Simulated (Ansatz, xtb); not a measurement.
C6H3FO: which of two isomers lies lower

Structure X is `C#Cc1ccoc1F`, a singlet and structure Y is `C#Cc1cc(F)co1`, a singlet. Both are isolated molecules in the gas phase, relaxed with PBE0-D3(BJ)/def2-SVP.

Question: Which of the two would you expect CCSD(T)/def2-SVP + ΔMP2/def2-TZVPP electronic energies to favour?

Answer: Structure X; the calculation gives E(Y) − E(X) = +0.140 eV.

Level by level:

```csv
level,geometry,E(Y) − E(X) (eV),departure from the last row (eV),"job, with rough time for the two"
GFN2-xTB,GFN2-xTB,−0.010,−0.150,"optimisation, 0.19 s"
HF/STO-3G,GFN2-xTB,+0.198,+0.058,"single point, 0.78 s"
r2SCAN-D4/def2-SVP,GFN2-xTB,+0.121,−0.019,"single point, 3.8 s"
PBE0-D3(BJ)/def2-SVP,PBE0-D3(BJ)/def2-SVP,+0.156,+0.016,"optimisation, 46 s"
HF/def2-SVP,PBE0-D3(BJ)/def2-SVP,+0.236,+0.096,part of the CCSD(T) run
MP2/def2-SVP,PBE0-D3(BJ)/def2-SVP,+0.169,+0.029,part of the CCSD(T) run
CCSD(T)/def2-SVP,PBE0-D3(BJ)/def2-SVP,+0.183,+0.044,single point
CCSD(T)/def2-SVP + ΔMP2/def2-TZVPP,PBE0-D3(BJ)/def2-SVP,+0.140,,"single point, 99 s"
```

As drawn, both hold the same kinds of bond in the same numbers.

GFN2-xTB finds them nearly level. The largest departure from CCSD(T)/def2-SVP + ΔMP2/def2-TZVPP is that of GFN2-xTB, 0.150 eV. The last row adds to CCSD(T) the change of the MP2 difference between the two basis sets, here −0.044 eV.

With thermal terms from frequencies at re-optimised GFN2-xTB minima (ideal gas, soft modes damped towards free rotors, one conformer each, 298.15 K, 1 atm): the zero-point term adds −0.004 eV; ΔH is +0.135 and ΔG +0.137 eV.

The correlated steps freeze 8 core orbitals. Programs: Ansatz 0.2.0, xtb 6.7.1; the last row on 2 threads of Intel(R) Xeon(R) Processor @ 2.70GHz on a shared host.
